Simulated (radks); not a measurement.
The numbers below are computed, except where a source is named.
Problem. Level of theory: non-relativistic Kohn-Sham, LDA (Slater exchange, Perdew-Wang correlation), spin-polarised, spherical densities, point nucleus (a radial shooting solver on a logarithmic mesh with Libxc functionals). Response by self-consistent Sternheimer equations with the Hartree and adiabatic LDA kernel. Rank B3+, O6+, He, C4+, Be2+, Ne8+, F7+, N5+, Li+ (NIST ground configurations) by static dipole polarisability, largest first.

Solution. He 1.659, Li+ 0.2150, Be2+ 0.05667, B3+ 0.02094, C4+ 0.009450, N5+ 0.004870, O6+ 0.002759, F7+ 0.001678, Ne8+ 0.001078 bohr^3.
